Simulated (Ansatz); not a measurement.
Mulliken charges of AlFH2SeSiZn, SMILES `[F][Al]1[Zn][SiH2][Se]1` from PBE/def2-TZVPP in Ansatz (PBE0-D4/def2-TZVP geometry).

```
atom   x (Å)   y (Å)   z (Å)  charge (e)
  F1   0.420  -3.110   1.797      -0.304
 Al2   0.586  -1.739   0.895       0.623
 Zn3   1.753  -0.085  -0.493      -0.175
 Si4  -0.213   1.278  -0.725       0.136
 Se5  -1.280  -0.301   0.580      -0.196
  H6  -0.326   2.591  -0.034      -0.042
  H7  -0.942   1.366  -2.020      -0.042
```

Task: By hand: the dipole of these point charges (1 e Å = 4.8032 D).

Result: Σ q r = (0.206, -0.056, -0.028) e Å, of length 0.215 e Å = 1.03 D.

Task: How does the dipole of the full density compare? (Best estimate.)

Result: Computed: (0.492, 0.243, -0.303) e Å, 3.01 D; the point charges give 0.34 times that, at 45° from its direction.

Point charges leave out the atoms' own dipoles, such as those of lone pairs, and Mulliken's split depends on the basis, so the two needn't agree.
